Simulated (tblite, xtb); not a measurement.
C$_{3}$H$_{11}$Si$_{3}$ (SMILES [CH]1[SiH2]C[SiH2]C[SiH2]1), doublet, geometry from GFN2-xTB. Base run: GFN1-xTB in xtb.

The xtb input:
```
$ xtb mol.xyz --gfn 1 --uhf 1 --json

# file mol.xyz
17

C      1.51380197     0.81809202     0.50539771
Si     1.63754306    -0.92661904    -0.13014090
C     -0.04128886    -1.75001797     0.21374552
Si    -1.56054583    -0.84447112    -0.48872294
C     -1.26109377     1.02671936    -0.65496501
Si    -0.07402361     1.78201665     0.62271278
H      2.42327905     1.30358455     0.82984475
H      2.72881351    -1.65115256     0.54335961
H      1.90634651    -0.94257836    -1.57982010
H     -0.02920890    -2.77013691    -0.16692046
H     -0.16041559    -1.83641026     1.29372713
H     -1.89053458    -1.39651614    -1.81382299
H     -2.71149695    -1.07856137     0.39995844
H     -2.21868474     1.54335451    -0.61239872
H     -0.85904916     1.22467750    -1.64859725
H      0.16152622     3.20948361     0.34474771
H     -0.66072177     1.67252382     1.97096759
```

Programs used: tblite, xtb; a row that names a program was run with it.

Variants of this job, named by their change:

```tsv
change	ΔE vs base (kcal/mol)	dipole (D)	G_solv (kcal/mol)	SCF cycles
base	0.000	0.17	-	10
etemp = 3000	-2.09	0.55	-	11
program = tblite; method = gfn1	0.000	-	-	-
alpb = ether	-3.44	0.17	-3.48	10
gbsa = toluene	-3.75	0.18	-3.76	10
acc = 30	0.000	0.17	-	8
alpb = dmf	-3.32	0.17	-3.35	10
program = tblite; method = gfn1; option = (--guess, eeq)	0.000	-	-	-
etemp = 10000	-38.65	1.76	-	11
```

ALPB and GBSA are two models with their own fitted parameters for each solvent, which aren't always the measured dielectric constant.
